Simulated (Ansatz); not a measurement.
H4Sn, triplet, at the geometry of the source list (a higher spin typed on purpose: for a closed-shell molecule this is an excited state) (all electrons, no relativity); B3LYP/3-21G (Ansatz, a program for electronic structure).

The Ansatz input:
Ansatz 0.2 input:
```yaml
crystal:
  periodic: [false, false, false]
  atoms:
    - {symbol: Sn, position_ang: [-0.00040000, -0.00240000, 0.00050000]}
    - {symbol: H, position_ang: [-1.07600000, 1.12680000, -0.50160000]}
    - {symbol: H, position_ang: [0.24570000, -1.08960000, -1.19940000]}
    - {symbol: H, position_ang: [-0.58840000, -0.76120000, 1.32790000]}
    - {symbol: H, position_ang: [1.41910000, 0.72650000, 0.37260000]}
basis:
  gaussian:
    orbitals: 3-21G.json
hamiltonian:
  xc: b3lyp
magnetization: {spin_polarized: false, initial_magnetization: 2}
```
The basis file holds 3-21G in the JSON format of the Basis Set Exchange.

What the program printed (banner, timings and long lists left out):

```
Functional definition: B3LYP
489 factors; integrals over basis functions are off by at most 1.7e-4 eV
mean field evaluation 1: about -163303.1086 eV, gradient 6.5e0 eV
mean field evaluation 2: about -163303.1046 eV, gradient 6.5e0 eV
mean field evaluation 4: about -163302.7291 eV, gradient 7.2e0 eV
mean field evaluation 8: about -163303.2137 eV, gradient 4.1e-1 eV
mean field evaluation 16: about -163303.2189 eV, gradient 5.7e-1 eV
mean field evaluation 32: about -163302.7750 eV, gradient 7.2e0 eV
mean field evaluation 64: about -163303.0905 eV, gradient 2.5e0 eV
mean field -163303.55501227 eV, -6001.2949555758 hartree, gradient 1.2e-5 eV, S^2 2.000000; 10 other end points of the search recorded, 0 dependent functions left out
reference -163303.55525732 eV, -6001.2949645810 hartree; 28, 26 occupied and 13, 15 virtual orbitals, 489 factors
Total energy: -163303.55525732 eV, -6001.2949645810 hartree
```
